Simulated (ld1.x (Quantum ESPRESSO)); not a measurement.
Which change was made? (Rb, TM)

```json
{
  "Element": "rubidium",
  "Generator": "ld1.x (Quantum ESPRESSO) 7.5",
  "Type": "norm-conserving Troullier–Martins (Kleinman–Bylander form)",
  "Functional": "PBE",
  "Relativity": "scalar-relativistic",
  "Frozen core": "[Ar] 3d10 4s2",
  "Valence charge": "7",
  "Reference configuration": "4p6 5s1 5p0",
  "Partial waves": "5s (bound): rc 4.20 bohr; 4d channel at -0.15 Ry: rc 3.95 bohr; 4p (bound): rc 2.15 bohr",
  "Local potential": "the p channel",
  "Core correction": "a·sin(br)/r model core, default radius (core density twice the valence density)"
}
```

Cutoffs, loose and tight: the cutoffs (Ry, on a coarse ladder) from which the occupation-weighted sum of valence levels, in a spherical-Bessel basis at the reference potential, stays within 10 and 1 mRy of its value at 400 Ry. They do not see the model core or the augmentation charge, which bear on the density cutoff. Test errors are all-electron minus pseudo excitation energies from the reference, over the configurations 4p6 5s0 5p0; 4p6 5s0.5 5p0; 4p6 5s0 5p1; 4p5 5s1 5p0; variants that change the core or the reference have their own tests. The largest error is taken over the tests solved by every variant that gives reliable tests at all, those not shown here included: 4p6 5s0 5p0; 4p6 5s0 5p1; 4p6 5s0.5 5p0.

The base gives: outcome: generated; cutoff, loose: 15 Ry; cutoff, tight: 30 Ry; bound ghosts: d, s; largest test error (meV): +5.9.

After one change the result is: outcome: generated; cutoff, loose: 15 Ry; cutoff, tight: 30 Ry; bound ghosts: s; largest test error (meV): +3.3. Which change was it?
A. local potential all-electron potential smoothed inside 1.65 bohr (lloc = -1)
B. fully relativistic
C. wave 4d channel at -0.15 Ry: rc 3.95 bohr becomes 4d channel at -0.15 Ry: rc 6.08 bohr

A. The others give: wave 4d channel at -0.15 Ry: rc 3.95 bohr becomes 4d channel at -0.15 Ry: rc 6.08 bohr → outcome: generated; cutoff, loose: 15 Ry; cutoff, tight: 30 Ry; bound ghosts: s, d; largest test error (meV): +5.9 | fully relativistic → outcome: generated, misses its reference levels by 0.59 eV; cutoff, loose: 15 Ry; cutoff, tight: 30 Ry; bound ghosts: d5/2, d3/2, s; largest test error (meV): +5.8.
